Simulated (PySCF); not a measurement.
Isomers of C3H11FOSi2, mass 138.033 u with the commonest isotopes. The calculation used CAM-B3LYP/def2-SVPD in PySCF (dipole) on a GFN2-xTB geometry, gas phase. One conformer each, none proved a minimum here; rigid rotors.

Question: Order these by radius of gyration √(Σ m r²/M), largest first.
A. `[CH3:1][CH2:2][O:3][Si@H:4]([F:5])[SiH2:6][CH3:7]` with C1–C2–O3–Si4 -78°, C2–O3–Si4–F5 -49°, O3–Si4–Si6–C7 115°
B. `[CH3:1][Si:2]([CH3:3])([CH2:4][F:5])[O:6][SiH3:7]` with C1–Si2–C4–F5 177°, C1–Si2–O6–Si7 177°
C. `[CH3:1][CH:2]([CH3:3])[SiH2:4][O:5][SiH2:6][F:7]` with C1–C2–Si4–O5 -179°, C2–Si4–O5–Si6 -11°, Si4–O5–Si6–F7 -30°
D. `[CH3:1][CH2:2][C@H:3]([F:4])[SiH2:5][O:6][SiH3:7]` with C1–C2–C3–F4 -65°, C2–C3–Si5–O6 178°, C3–Si5–O6–Si7 -31°

Answer: D (2.335 Å), A (2.252 Å), C (2.199 Å), B (2.095 Å).

Question: Order these by rotational constant A, largest first.
A. `[CH3:1][SiH2:2][O:3][Si@H:4]([CH3:5])[CH2:6][F:7]` with O3–Si4–C6–F7 178°
B. `[CH3:1][Si:2]([CH3:3])([CH2:4][F:5])[O:6][SiH3:7]` with C1–Si2–C4–F5 177°, C1–Si2–O6–Si7 177°
C. `[CH3:1][CH2:2][O:3][Si@H:4]([F:5])[SiH2:6][CH3:7]` with C1–C2–O3–Si4 -78°, C2–O3–Si4–F5 -49°, O3–Si4–Si6–C7 115°
D. `[CH3:1][CH:2]([CH3:3])[SiH2:4][O:5][SiH2:6][F:7]` with C1–C2–Si4–O5 -179°, C2–Si4–O5–Si6 -11°, Si4–O5–Si6–F7 -30°
E. `[CH3:1][CH2:2][C@H:3]([F:4])[SiH2:5][O:6][SiH3:7]` with C1–C2–C3–F4 -65°, C2–C3–Si5–O6 178°, C3–Si5–O6–Si7 -31°

Answer: E (3857 MHz), C (3502 MHz), D (3059 MHz), A (2654 MHz), B (1791 MHz).

Question: Order these by out-of-plane moment Σ m c² = (Ia + Ib − Ic)/2, smallest first.
A. `[CH3:1][Si:2]([CH3:3])([CH2:4][F:5])[O:6][SiH3:7]` with C1–Si2–C4–F5 177°, C1–Si2–O6–Si7 177°
B. `[CH3:1][CH:2]([CH3:3])[SiH2:4][O:5][SiH2:6][F:7]` with C1–C2–Si4–O5 -179°, C2–Si4–O5–Si6 -11°, Si4–O5–Si6–F7 -30°
C. `[CH3:1][CH2:2][C@H:3]([F:4])[SiH2:5][O:6][SiH3:7]` with C1–C2–C3–F4 -65°, C2–C3–Si5–O6 178°, C3–Si5–O6–Si7 -31°
D. `[CH3:1][CH2:2][O:3][Si@H:4]([F:5])[SiH2:6][CH3:7]` with C1–C2–O3–Si4 -78°, C2–O3–Si4–F5 -49°, O3–Si4–Si6–C7 115°

Answer: C (22.42 u·Å²), D (41.03 u·Å²), B (42.92 u·Å²), A (87.67 u·Å²).

| SMILES | point group | Ia (u·Å²) | Ib (u·Å²) | Ic (u·Å²) | κ | μa (D) | μb (D) | μc (D) |
| --- | --- | --- | --- | --- | --- | --- | --- | --- |
| C[Si](C)(CF)O[SiH3] | C1 | 282.15 | 411.64 | 518.45 | -0.38 | 0.49 | 1.60 | 0.41 |
| CCO[Si@H](F)[SiH2]C | C1 | 144.33 | 597.05 | 659.31 | -0.94 | 0.68 | 0.71 | 0.01 |
| CC[C@H](F)[SiH2]O[SiH3] | C1 | 131.04 | 643.83 | 730.02 | -0.94 | 0.72 | 0.86 | 0.80 |
| CC(C)[SiH2]O[SiH2]F | C1 | 165.22 | 544.96 | 624.33 | -0.90 | 0.73 | 0.36 | 0.79 |
| C[SiH2]O[Si@H](C)CF | C1 | 190.41 | 573.94 | 719.97 | -0.82 | 1.86 | 0.07 | 0.33 |
